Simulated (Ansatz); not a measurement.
# Ligand exchange: CH8OSi2 + Y(CH3)2(OH) → Si2H6O2 + Y(CH3)3

Gas-phase species: CH8OSi2 `C[SiH2][SiH2]O`, singlet; Y(CH3)2(OH), singlet; Si2H6O2 `O[SiH2][SiH2]O`, singlet; Y(CH3)3, singlet. The partners trade CH3 for OH: Si–CH3 and Y–OH bonds give way to Si–OH and Y–CH3.

Shapes, held fixed at every level: PBE0-D4/def2-TZVP. Flexible molecules stand in one conformer, not always the lowest. Programs: Ansatz 0.2.0. Electronic energies: no zero-point or thermal term.

(1) Estimate ΔE of this reaction.

## Answers

(1) The highest level, CCSD(T)/def2-TZVPP, gives ΔE = +124.6 kJ/mol; the levels span +118.1 to +128.1. The column of differences is taken from that level and isn't an error. No measured value is set beside it here. For atoms past krypton def2 sets carry core potentials with scalar relativity. Outer-core shells of Y are correlated, in sets that cover them unevenly.

```tsv
level	kind	ΔE (kJ/mol)	less CCSD(T)/def2-TZVPP
HF/def2-TZVPP	Hartree–Fock	+118.1	-6.5
r2SCAN-D4/def2-TZVPP	meta-GGA	+122.0	-2.6
B3LYP-D4/def2-TZVPP	global hybrid	+122.3	-2.3
PBE0-D4/def2-TZVPP	global hybrid	+123.8	-0.8
wB97X-V/def2-TZVPP	range-separated hybrid	+128.1	+3.5
B2PLYP/def2-TZVPP	double hybrid	+124.6	0.0
CCSD(T)/def2-TZVPP	coupled cluster or CI	+124.6	0.0
```
